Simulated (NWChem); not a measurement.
## Spin states of BF (+1)

```xyz
2

B      0.0000     0.0000     0.7809
F      0.0000     0.0000    -0.4338
```
Charge +1, spin multiplicity 2.

All runs are NWChem calculations. The geometry was optimised at UPBE0/def2-SVP, a minimum by its harmonic frequencies.

Basis set: def2-TZVP. The gap is E(quartet) − E(doublet) at the geometry of the doublet, so a negative value puts the higher spin lower. Open shells are unrestricted. The quartet is the single determinant that the SCF runs reached; it need not be the lowest quartet, which in molecules with degenerate π orbitals can need several determinants.

The correlated methods keep 2 core orbitals frozen. B3LYP has NWChem's definition, with VWN1-RPA local correlation. This spin state was chosen for the runs; another may lie lower. The structure started from a generated list of species. The unpaired electrons of the parent sit in orbitals of symmetry a1 (C2v labels of the run); other states weren't searched. The stability of the SCF solutions was not checked. Open-shell Hartree-Fock references start from PBE0 orbitals.

Order these methods by the vertical doublet-quartet gap they give, lowest first: PBE, B3LYP, TPSS, HF, B2PLYP, MP2.

HF (199.4 kcal/mol), TPSS (242.6 kcal/mol), B3LYP (243.8 kcal/mol), B2PLYP (244.6 kcal/mol), PBE (246.9 kcal/mol), MP2 (247.8 kcal/mol)
